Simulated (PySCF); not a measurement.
**Working out the ionisation energy of Yb**

Yb [Xe] 4f14 6s2 (1S) → Yb⁺ [Xe] 4f14 6s1 (2S). Calculation: PySCF 2.14, in cc-pVTZ-X2C (10s9p7d5f3g1h, 145 functions); the spin-free X2C one-electron Hamiltonian (Gaussian nucleus). Frozen: [Ar] 3d10. Energies in hartree (1 hartree = 27.21139 eV):

```csv
part,Yb (lower),Yb⁺ (upper)
UHF,-14054.449503,-14054.260702
MP2 opposite-spin,-1.469989,-1.439400
MP2 same-spin,-0.898004,-0.888033
```

Task: What does Hartree-Fock give?

Result: (-14054.260702) − (-14054.449503) = 0.188801 hartree = 5.138 eV.

Task: What do MP2 and SCS-MP2 (6/5 opposite-spin, 1/3 same-spin) give?

Result: The opposite-spin parts differ by 0.832 eV and the same-spin parts by 0.271 eV. MP2: 5.138 + (0.832) + (0.271) = 6.241 eV. SCS-MP2: 5.138 + 1.2 × (0.832) + (0.271)/3 = 6.227 eV.

Measured between the centres of the two terms (NIST): 6.254 eV, so MP2 (valence and next inner shell) is off by -0.013 eV.

What remains against the reference includes basis incompleteness, the frozen core and correlation beyond second order.
